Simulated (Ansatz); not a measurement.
Mulliken charges of `[F][SbH]` radical from r2SCAN/def2-TZVPP in Ansatz (PBE0-D4/def2-TZVP geometry).

| atom | x (Å) | y (Å) | z (Å) | charge (e) |
| --- | --- | --- | --- | --- |
| F1 | -0.826 | 1.100 | -0.341 | -0.455 |
| Sb2 | -0.324 | -0.751 | -0.256 | 0.560 |
| H3 | 1.139 | -0.414 | 0.584 | -0.105 |

Problem. By hand: the dipole of these point charges (1 e Å = 4.8032 D).

Solution. Σ q r = (0.075, -0.878, -0.050) e Å, of length 0.883 e Å = 4.24 D.

Problem. How does the dipole of the full density compare? (Estimate.)

Solution. Ansatz gave: (0.097, -0.479, 0.004) e Å, 2.35 D; the point charges give 1.80 times that, at 8° from its direction.

Point charges leave out the atoms' own dipoles, such as those of lone pairs, and Mulliken's split depends on the basis, so the two needn't agree.
